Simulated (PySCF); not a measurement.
The group X on silaethenyl-X is varied. Isolated molecules, 0 K electronic values unless said otherwise. One relaxed conformer stands for each flexible species; it need not be the lowest. Strings in code marks are SMILES.

Method: PBE-D3(BJ)/def2-TZVP // PBE0-D3(BJ)/def2-TZVP run with PySCF. All candidates: neutral, multiplicity 1. Excitations are Tamm–Dancoff values on a coarser integration grid. The basis has no diffuse functions, so Rydberg states are missing or too high.

```
Quantity                                       Value
-------------------------------------------  -------
brightest of the four lowest singlets (TDA)  5.60 eV
HOMO–LUMO gap                                3.75 eV
S1 excitation (TDA)                          4.68 eV
```

Problem. Say which member has these values.
A) `C=[SiH]CO` (C–Si–C–O torsion -4°, Si–C–O–H torsion -47°)
B) `C=[SiH]S` (C–Si–S–H torsion 1°)
C) `C=[SiH]C(C)C` (C–Si–C–C torsion 125°)
D) `C=[SiH]C=O` (C–Si–C–O torsion 0°)

Solution. A, `C=[SiH]CO` (C–Si–C–O torsion -4°, Si–C–O–H torsion -47°). The others give `C=[SiH]C(C)C` (C–Si–C–C torsion 125°): 5.60 eV, 3.73 eV, 5.38 eV; `C=[SiH]C=O` (C–Si–C–O torsion 0°): 3.93 eV, 2.35 eV, 2.60 eV; `C=[SiH]S` (C–Si–S–H torsion 1°): 5.21 eV, 3.62 eV, 4.40 eV
